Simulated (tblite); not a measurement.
A geometry optimisation, step by step.

C₅H₈FSe (doublet state).
Atom-mapped SMILES: `[CH3:1][C@@H:2]1[CH:3][Se:4][C@@:5]1([CH3:6])[F:7]` (hydrogens: H8, H9, H10 on C1; H11 on C2; H12 on C3; H13, H14, H15 on C6)

Computed with GFN2-xTB (tblite), gas phase: L-BFGS steps from a force-field or distance-geometry start until the largest atomic force falls under 0.01 eV/Å. 13 of its 111 geometries are shown.

Step 0: E = -613.8730 eV, largest atomic force 3.182 eV/Å
```
atom  x, y, z in Å  |  force x, y, z in eV/Å
C1      1.605    0.451   -0.560    1.388   0.343  -0.685
C2      0.705   -0.320    0.333    0.324   0.188  -0.512
C3     -0.118   -1.427   -0.287    1.253  -2.446   1.603
Se4    -1.044   -1.495    1.425   -1.680  -1.588  -0.619
C5     -0.583    0.285    0.790   -0.343   0.372   0.813
C6     -1.593    0.608   -0.302   -1.399   0.736   0.642
F7     -0.542    1.149    1.840   -0.088   0.723  -0.205
H8      1.869   -0.187   -1.416    0.089   0.253   0.163
H9      1.171    1.371   -0.966    0.058  -0.222   0.287
H10     2.537    0.677   -0.004   -0.456   0.182  -0.520
H11     1.257   -0.766    1.208    0.050   0.803  -0.726
H12     0.453   -2.345   -0.505   -0.406   0.143  -0.359
H13    -2.593    0.548    0.213    0.606   0.231  -0.545
H14    -1.620   -0.178   -1.097    0.392   0.855   0.607
H15    -1.509    1.636   -0.696    0.211  -0.572   0.056
```

Step 9: E = -614.9488 eV, largest atomic force 0.332 eV/Å
```
atom  x, y, z in Å  |  force x, y, z in eV/Å
C1      1.600    0.440   -0.612    0.017   0.009  -0.035
C2      0.700   -0.359    0.338   -0.038   0.163  -0.126
C3      0.038   -1.647   -0.092    0.166   0.068   0.228
Se4    -1.243   -1.649    1.286    0.004  -0.199  -0.070
C5     -0.647    0.240    0.820    0.158   0.046  -0.102
C6     -1.645    0.675   -0.240    0.261  -0.012   0.046
F7     -0.541    1.171    1.803   -0.048  -0.203   0.164
H8      1.911   -0.151   -1.465   -0.169  -0.176  -0.131
H9      1.158    1.361   -0.979   -0.296  -0.101   0.007
H10     2.506    0.722   -0.091    0.149   0.090   0.120
H11     1.316   -0.547    1.242   -0.299   0.047  -0.136
H12     0.496   -2.507   -0.551    0.079   0.027   0.212
H13    -2.652    0.666    0.182    0.102   0.066  -0.078
H14    -1.562   -0.074   -1.027   -0.202   0.191  -0.154
H15    -1.440    1.669   -0.633    0.119  -0.015   0.056
```

Step 18: E = -615.1769 eV, largest atomic force 0.307 eV/Å
```
atom  x, y, z in Å  |  force x, y, z in eV/Å
C1      1.511    0.408   -0.664   -0.045   0.027  -0.080
C2      0.700   -0.376    0.368    0.100   0.034   0.007
C3      0.218   -1.755    0.031    0.014   0.042  -0.115
Se4    -1.281   -1.760    1.141   -0.173  -0.149  -0.075
C5     -0.700    0.137    0.781    0.276   0.110  -0.079
C6     -1.582    0.791   -0.265    0.097  -0.107   0.151
F7     -0.636    0.896    1.919   -0.236   0.013  -0.157
H8      1.771   -0.214   -1.512   -0.059  -0.127  -0.066
H9      0.940    1.253   -1.028   -0.048   0.085  -0.105
H10     2.437    0.795   -0.244   -0.043  -0.040   0.082
H11     1.271   -0.370    1.309    0.089  -0.145   0.000
H12     0.765   -2.615   -0.317    0.075   0.137   0.193
H13    -2.582    0.864    0.164    0.003   0.265  -0.115
H14    -1.639    0.176   -1.164    0.126  -0.030   0.166
H15    -1.197    1.777   -0.541   -0.175  -0.114   0.194
```

Step 28: E = -615.2579 eV, largest atomic force 0.117 eV/Å
```
atom  x, y, z in Å  |  force x, y, z in eV/Å
C1      1.446    0.392   -0.708   -0.025   0.003  -0.026
C2      0.698   -0.370    0.384   -0.039  -0.035   0.018
C3      0.289   -1.772    0.036   -0.047   0.032   0.015
Se4    -1.321   -1.831    0.983   -0.062   0.033  -0.016
C5     -0.723    0.100    0.774    0.053  -0.055   0.009
C6     -1.545    0.847   -0.248    0.049  -0.042   0.067
F7     -0.756    0.773    1.964    0.029  -0.064  -0.012
H8      1.675   -0.275   -1.532    0.049  -0.089  -0.058
H9      0.847    1.202   -1.103   -0.026   0.097  -0.048
H10     2.372    0.809   -0.332    0.093   0.041   0.027
H11     1.301   -0.358    1.303   -0.022   0.038   0.013
H12     0.958   -2.607   -0.084    0.006   0.010   0.035
H13    -2.546    1.011    0.145   -0.054  -0.043   0.002
H14    -1.603    0.268   -1.168    0.030   0.063   0.018
H15    -1.095    1.820   -0.436   -0.034   0.010  -0.045
```

Step 37: E = -615.2653 eV, largest atomic force 0.050 eV/Å
```
atom  x, y, z in Å  |  force x, y, z in eV/Å
C1      1.440    0.388   -0.726    0.011   0.005  -0.002
C2      0.695   -0.367    0.381    0.009  -0.016  -0.006
C3      0.297   -1.774    0.047   -0.009  -0.002   0.006
Se4    -1.348   -1.833    0.936    0.038   0.021  -0.009
C5     -0.725    0.093    0.771   -0.006  -0.021  -0.012
C6     -1.542    0.860   -0.236    0.003   0.018   0.017
F7     -0.755    0.720    1.986   -0.027   0.032  -0.027
H8      1.676   -0.295   -1.538    0.009  -0.016   0.002
H9      0.847    1.198   -1.134   -0.033  -0.013  -0.008
H10     2.368    0.813   -0.353    0.033  -0.010   0.016
H11     1.298   -0.332    1.299    0.007   0.002  -0.009
H12     0.977   -2.606   -0.019    0.008  -0.027   0.000
H13    -2.550    1.004    0.147   -0.032  -0.038  -0.006
H14    -1.579    0.300   -1.169   -0.006   0.036   0.020
H15    -1.103    1.840   -0.413   -0.002   0.030   0.017
```

Step 46: E = -615.2697 eV, largest atomic force 0.068 eV/Å
```
atom  x, y, z in Å  |  force x, y, z in eV/Å
C1      1.443    0.372   -0.741   -0.003   0.004   0.018
C2      0.700   -0.367    0.378   -0.004  -0.031   0.002
C3      0.317   -1.782    0.058   -0.055   0.000   0.040
Se4    -1.352   -1.831    0.903    0.017  -0.025  -0.005
C5     -0.726    0.090    0.758    0.003  -0.005  -0.013
C6     -1.547    0.880   -0.229    0.007   0.006  -0.004
F7     -0.769    0.700    1.981    0.024   0.012  -0.003
H8      1.690   -0.325   -1.538   -0.016   0.009   0.011
H9      0.838    1.168   -1.161    0.004  -0.005  -0.029
H10     2.367    0.809   -0.371    0.011   0.021  -0.003
H11     1.304   -0.314    1.295   -0.019   0.001  -0.008
H12     0.995   -2.618    0.034    0.024   0.002  -0.017
H13    -2.565    0.970    0.148   -0.013   0.002  -0.011
H14    -1.563    0.371   -1.190    0.018   0.001   0.006
H15    -1.137    1.883   -0.348    0.003   0.006   0.015
```

Step 55: E = -615.2709 eV, largest atomic force 0.039 eV/Å
```
atom  x, y, z in Å  |  force x, y, z in eV/Å
C1      1.441    0.368   -0.743    0.009   0.003  -0.009
C2      0.697   -0.368    0.377    0.019  -0.007  -0.006
C3      0.318   -1.786    0.063   -0.037   0.012   0.006
Se4    -1.351   -1.834    0.905    0.007  -0.013  -0.006
C5     -0.727    0.089    0.755   -0.007  -0.010   0.011
C6     -1.547    0.886   -0.227    0.001   0.000   0.000
F7     -0.762    0.699    1.978   -0.008   0.014   0.027
H8      1.692   -0.335   -1.533    0.010   0.006   0.003
H9      0.834    1.156   -1.178   -0.006  -0.011   0.002
H10     2.360    0.815   -0.375   -0.009   0.006  -0.005
H11     1.298   -0.314    1.295    0.009   0.014  -0.005
H12     1.004   -2.615    0.037    0.000  -0.016  -0.006
H13    -2.571    0.959    0.139   -0.001  -0.002  -0.010
H14    -1.545    0.394   -1.196    0.008   0.001  -0.001
H15    -1.145    1.894   -0.319    0.004   0.003  -0.002
```

Step 64: E = -615.2718 eV, largest atomic force 0.028 eV/Å
```
atom  x, y, z in Å  |  force x, y, z in eV/Å
C1      1.439    0.367   -0.744    0.004   0.006  -0.013
C2      0.695   -0.369    0.377    0.023   0.002  -0.009
C3      0.304   -1.782    0.059   -0.012   0.010   0.020
Se4    -1.351   -1.829    0.926    0.008   0.000  -0.023
C5     -0.726    0.093    0.765   -0.004  -0.009  -0.006
C6     -1.543    0.884   -0.224   -0.005   0.005  -0.001
F7     -0.758    0.708    1.986    0.008   0.013   0.001
H8      1.712   -0.342   -1.523    0.006  -0.004   0.014
H9      0.824    1.137   -1.197   -0.005  -0.003   0.004
H10     2.349    0.832   -0.372   -0.025   0.012  -0.003
H11     1.304   -0.317    1.290   -0.007  -0.014   0.009
H12     0.988   -2.614    0.015   -0.003  -0.015  -0.003
H13    -2.576    0.938    0.116   -0.003  -0.005   0.015
H14    -1.511    0.402   -1.198    0.004  -0.004   0.002
H15    -1.156    1.900   -0.298    0.011   0.005  -0.009
```

Step 73: E = -615.2736 eV, largest atomic force 0.043 eV/Å
```
atom  x, y, z in Å  |  force x, y, z in eV/Å
C1      1.427    0.365   -0.745    0.026   0.011  -0.018
C2      0.699   -0.374    0.382    0.017   0.000  -0.021
C3      0.294   -1.782    0.056   -0.024   0.001   0.006
Se4    -1.360   -1.819    0.922   -0.015  -0.017   0.018
C5     -0.717    0.097    0.776   -0.014  -0.011  -0.009
C6     -1.524    0.889   -0.218   -0.031   0.016  -0.007
F7     -0.747    0.716    1.994    0.012  -0.011   0.007
H8      1.757   -0.357   -1.489    0.037   0.008   0.008
H9      0.778    1.079   -1.242   -0.004  -0.021  -0.016
H10     2.296    0.902   -0.375    0.000  -0.002   0.027
H11     1.314   -0.331    1.291    0.019  -0.015  -0.005
H12     0.960   -2.626   -0.007    0.018   0.019   0.005
H13    -2.565    0.916    0.100   -0.037   0.018   0.012
H14    -1.462    0.422   -1.197   -0.026  -0.018  -0.006
H15    -1.155    1.912   -0.270    0.020   0.022  -0.001
```

Step 82: E = -615.3075 eV, largest atomic force 0.281 eV/Å
```
atom  x, y, z in Å  |  force x, y, z in eV/Å
C1      1.427    0.359   -0.742    0.230   0.079  -0.140
C2      0.697   -0.403    0.357    0.093  -0.107  -0.082
C3      0.245   -1.790    0.006   -0.193  -0.096   0.018
Se4    -1.398   -1.776    0.926    0.204  -0.162  -0.048
C5     -0.688    0.112    0.787   -0.071   0.020   0.016
C6     -1.515    0.912   -0.190   -0.014   0.016  -0.035
F7     -0.654    0.730    2.004   -0.071   0.015   0.006
H8      2.071   -0.325   -1.305   -0.151   0.147   0.180
H9      0.721    0.810   -1.435    0.092  -0.081  -0.040
H10     2.050    1.151   -0.322   -0.109  -0.088  -0.061
H11     1.341   -0.434    1.246    0.012   0.094   0.065
H12     0.895   -2.653   -0.066   -0.125   0.136   0.025
H13    -2.550    0.948    0.136   -0.088  -0.013   0.151
H14    -1.490    0.431   -1.164    0.049   0.008  -0.033
H15    -1.157    1.936   -0.261    0.141   0.032  -0.023
```

Step 92: E = -615.3705 eV, largest atomic force 0.157 eV/Å
```
atom  x, y, z in Å  |  force x, y, z in eV/Å
C1      1.401    0.366   -0.757    0.121  -0.050  -0.071
C2      0.686   -0.424    0.334    0.013  -0.026  -0.021
C3      0.230   -1.809   -0.030   -0.028  -0.026   0.053
Se4    -1.394   -1.827    0.902   -0.030   0.080  -0.041
C5     -0.699    0.075    0.783   -0.002   0.026   0.002
C6     -1.490    0.942   -0.161   -0.017   0.027  -0.004
F7     -0.666    0.659    2.018   -0.009   0.000   0.059
H8      2.292   -0.186   -1.066   -0.112   0.096   0.055
H9      0.771    0.509   -1.632    0.000  -0.060   0.036
H10     1.710    1.341   -0.382   -0.020  -0.058  -0.020
H11     1.342   -0.434    1.216   -0.023  -0.008   0.011
H12     0.861   -2.680   -0.082    0.090   0.016  -0.067
H13    -2.482    1.131    0.252    0.064   0.003  -0.003
H14    -1.594    0.454   -1.126    0.002  -0.054   0.001
H15    -0.971    1.891   -0.293   -0.052   0.035   0.012
```

Step 101: E = -615.3801 eV, largest atomic force 0.074 eV/Å
```
atom  x, y, z in Å  |  force x, y, z in eV/Å
C1      1.393    0.345   -0.766   -0.005   0.043  -0.021
C2      0.689   -0.429    0.343    0.011   0.012  -0.018
C3      0.236   -1.812   -0.015   -0.010   0.002  -0.017
Se4    -1.414   -1.817    0.863    0.007   0.002  -0.002
C5     -0.696    0.078    0.787   -0.023  -0.003  -0.006
C6     -1.476    0.963   -0.150   -0.030   0.008  -0.002
F7     -0.675    0.637    2.035    0.016  -0.011  -0.002
H8      2.329   -0.153   -1.010   -0.021   0.006   0.001
H9      0.784    0.394   -1.666    0.023  -0.048   0.051
H10     1.616    1.357   -0.436    0.017   0.000  -0.008
H11     1.345   -0.424    1.225    0.005  -0.006   0.010
H12     0.875   -2.674   -0.111    0.003  -0.011   0.006
H13    -2.468    1.141    0.265    0.015   0.009  -0.020
H14    -1.575    0.481   -1.120    0.009   0.020   0.034
H15    -0.968    1.920   -0.265   -0.017  -0.021  -0.007
```

Step 110: E = -615.3810 eV, largest atomic force 0.008 eV/Å
```
atom  x, y, z in Å  |  force x, y, z in eV/Å
C1      1.392    0.342   -0.770   -0.005   0.005  -0.004
C2      0.689   -0.428    0.343    0.002  -0.001  -0.003
C3      0.243   -1.813   -0.016    0.000  -0.003  -0.003
Se4    -1.417   -1.820    0.845   -0.001  -0.001   0.001
C5     -0.699    0.076    0.784    0.001  -0.004   0.002
C6     -1.477    0.972   -0.144    0.002   0.001  -0.001
F7     -0.677    0.620    2.039   -0.002   0.003   0.002
H8      2.337   -0.145   -0.997    0.000   0.000   0.000
H9      0.789    0.356   -1.674    0.005  -0.002   0.004
H10     1.596    1.364   -0.460    0.002   0.001  -0.002
H11     1.344   -0.419    1.227   -0.003  -0.001   0.001
H12     0.884   -2.675   -0.098   -0.001   0.001   0.002
H13    -2.469    1.151    0.269    0.004  -0.002  -0.002
H14    -1.574    0.500   -1.118   -0.003  -0.002   0.001
H15    -0.966    1.928   -0.251    0.000   0.004   0.001
```

Task: Summarise the path.

Result: The energy falls by 1.5080 eV from step 0 to step 110; nine tenths of that is first reached at step 22. It rises by more than 0.2 meV at step 85. The largest force goes from 3.182 to 0.008 eV/Å. Among the bonds Se4–C5 changes most, from 1.946 to 2.028 Å; the atoms move by 0.695 Å rms after alignment.

Task: Follow the three bonds and two angles with the largest change from start to end.

Result: 
```
step  E above end (eV)  largest force (eV/Å)  Se4–C5 (Å)  C3–Se4 (Å)  C2–C5 (Å)  C2–C3–Se4 (°)  C2–C3–H12 (°)
   0            1.5080                 3.182       1.946       1.948      1.494           85.6          114.1
   5            0.5518                 0.635       2.081       1.876      1.535           96.5          125.2
  10            0.4061                 0.399       2.031       1.876      1.554           95.7          128.5
  14            0.3011                 0.378       2.048       1.868      1.537           98.0          133.4
  19            0.1878                 0.273       2.018       1.867      1.547           97.4          128.6
  24            0.1340                 0.165       2.032       1.869      1.543           98.5          126.1
  29            0.1213                 0.109       2.033       1.871      1.544           98.4          125.3
  33            0.1177                 0.072       2.025       1.869      1.543           98.8          124.8
  38            0.1153                 0.069       2.032       1.870      1.542           99.0          125.0
  43            0.1126                 0.050       2.025       1.868      1.546           99.1          125.4
  48            0.1109                 0.031       2.029       1.869      1.544           99.1          125.0
  53            0.1104                 0.024       2.027       1.869      1.544           99.1          124.8
  57            0.1099                 0.029       2.029       1.869      1.544           99.0          124.9
  62            0.1094                 0.022       2.028       1.869      1.545           99.0          124.9
  67            0.1087                 0.026       2.027       1.868      1.545           99.2          125.0
  72            0.1077                 0.035       2.026       1.868      1.543           99.1          125.6
  77            0.1033                 0.151       2.037       1.870      1.541           98.6          124.3
  81            0.0864                 0.310       2.025       1.877      1.539           98.7          124.9
  86            0.0512                 0.219       2.024       1.872      1.544           98.1          123.9
  91            0.0131                 0.128       2.028       1.872      1.540           98.8          125.3
  96            0.0052                 0.065       2.024       1.872      1.540           98.7          125.1
 100            0.0015                 0.098       2.026       1.870      1.540           98.9          125.4
 105            0.0001                 0.024       2.028       1.869      1.541           99.1          125.4
 110            0.0000                 0.008       2.028       1.869      1.541           99.1          125.4
```

What follows is the cost of the whole relaxation. The run took 0.72 s on one thread of an Intel Xeon at 2.60 GHz, shared host.
